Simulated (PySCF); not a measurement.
# Polarisability and C₆ of Ca⁺ (calcium, charge +1)

[Ar] 4s1, 2S determinant. All numbers are calculated (PySCF 2.14, scalar relativity by spin-free X2C-1e, in aug-cc-pwCVQZ-X2C (11s10p8d6f3g, 150 functions)). Coupled (time-dependent) response in atomic units; α is the mean over directions.

```tsv
method	mean α (bohr³)	C₆ (like pair)	S(−4)
PBEsol	78.79	571.6	5972
```

S(−4) is the Cauchy moment in α(ω) = α(0) + S(−4) ω² + …

α(iu) at PBEsol:

| u (hartree) | α(iu) (bohr³) |
| --- | --- |
| 0 | 78.79 |
| 0.0500 | 66.33 |
| 0.100 | 45.49 |
| 0.200 | 21.52 |
| 0.300 | 12.62 |
| 0.500 | 6.662 |
| 0.750 | 4.239 |
| 1.00 | 3.091 |
| 1.50 | 1.900 |
| 2.00 | 1.283 |
| 3.00 | 0.6932 |
| 5.00 | 0.3011 |

A single London oscillator, α(iu) = α/(1 + u²/ω²), gives C₆ = (3/4) ω α². Matching the computed C₆ needs ω = 4 × 571.6 / (3 × 78.79²) = 0.123 hartree.

For an ion, C₆ is the dispersion term alone; charge-induced terms of lower order in 1/R come first.
